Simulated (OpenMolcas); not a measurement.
## Cr2+, Mo2+, W2+: d4 down the group

```
Program             : OpenMolcas 26.06
Method              : MS-CASPT2, IPEA 0.25 Eh, imaginary shift 0.1 Eh
Basis               : ANO-RCC-VTZP
Scalar Hamiltonian  : DKH2, point nucleus
Spin-orbit coupling : RASSI with atomic mean-field integrals over the reference wave functions, term energies averaged over their components
```

Active space for each ion: 4 electrons in 6 orbitals (d s); closed shells correlated by CASPT2: Cr2+ 3s 3p; Mo2+ 4s 4p; W2+ 5s 5p.

Computed levels in cm-1 above 5D0:

```json
{"Level": "5D1", "Cr2+": "71.0", "Mo2+": "249", "W2+": "2460"}
{"Level": "5D2", "Cr2+": "210", "Mo2+": "690", "W2+": "4870"}
{"Level": "5D3", "Cr2+": "411", "Mo2+": "1264", "W2+": "6820"}
{"Level": "5D4", "Cr2+": "669", "Mo2+": "1934", "W2+": "8300"}
{"Level": "3H4", "Cr2+": "17760", "Mo2+": "13960", "W2+": "15390"}
{"Level": "3H5", "Cr2+": "17910", "Mo2+": "14560", "W2+": "18680"}
{"Level": "3H6", "Cr2+": "18080", "Mo2+": "15110", "W2+": "20430"}
{"Level": "3G4", "Cr2+": "21320", "Mo2+": "17690", "W2+": "22540"}
{"Level": "3G5", "Cr2+": "21480", "Mo2+": "18110", "W2+": "25350"}
{"Level": "weight of 5D in the lowest level (%)", "Cr2+": "100", "Mo2+": "98", "W2+": "65"}
```

Mixed levels, with the weight of the term that names them: W2+ 5D0 (65 %), W2+ 3H4 (51 %), W2+ 3H5 (69 %), W2+ 3G4 (51 %), W2+ 3G5 (65 %).

Measured, with the error of the calculation in %. Measured levels: Cr2+ from Sugar and Corliss, J. Phys. Chem. Ref. Data 6, 317 (1977); Mo2+ from Sugar and Musgrove, J. Phys. Chem. Ref. Data 17, 155 (1988); W2+ from NIST levels as listed in McCann et al., Mon. Not. R. Astron. Soc. 538, 537 (2025).

```tsv
Level	Cr2+	Mo2+	W2+
5D1	62.2 (+14.2)	242 (+3.0)	2256 (+8.9)
5D2	183 (+14.6)	668 (+3.2)	4461 (+9.3)
5D3	357 (+15.3)	1224 (+3.3)	6278 (+8.7)
5D4	576 (+16.1)	1872 (+3.3)	7687 (+8.0)
3H4	17274 (+2.8)	12680 (+10.1)	
3H5	17397 (+2.9)	13276 (+9.7)	
3H6	17531 (+3.2)	13811 (+9.4)	
3G4	20853 (+2.2)	16283 (+8.6)	
3G5	20996 (+2.3)	16714 (+8.4)
```

The fine-structure level 5D4 changes by a factor of 12.4 from Cr2+ to W2+.

Without spin-orbit coupling 3H lies 17540, 13520, 12530 cm-1 above 5D in that order; the difference to the level 3H4, of either sign, comes from spin-orbit coupling, which also lowers the zero.

CASPT2 does not keep the components of a term degenerate, so their means are used; among the terms shown or strongly mixed into the levels shown the widest spread is 660 cm-1 (5d3 6s 5F, W2+). Over all roots computed the reference weight is 0.88 to 0.94 in Cr2+; the roots of lowest weight are the least certain, and an intruder state may touch them. Blocks of more than 70 roots (2S+1 = 3 even, 1 even) ran without multistate coupling. Terms from blocks run as CI alone lack orbitals of their own. Configurations are named by rounded mean occupations; where the s occupation lies near a half they are strongly mixed, a name can repeat and a true partner stay unpaired (holds for Mo2+; W2+). Some high roots are left out of the spin-orbit mixing, which shifts the levels that they would mix with (holds for W2+). The CASPT2 spread within a term exceeds the gap to the next term for 5d3 6s 5F and 5d4 3F, 5d4 1G(1) and 5d4 1I, so the order of their levels is uncertain, and so are names and mixing where such terms share a J (holds for W2+). Measured partners are found by configuration, term and J. A level has none where our copy of the source lacks it or the pairing is in doubt (some pairs that miss far off the trend of their configuration count as doubtful), and it then counts in no deviation. Levels of configurations outside the active space are missing.

A number in round brackets counts repeated terms of one configuration in the order of the reference energies.
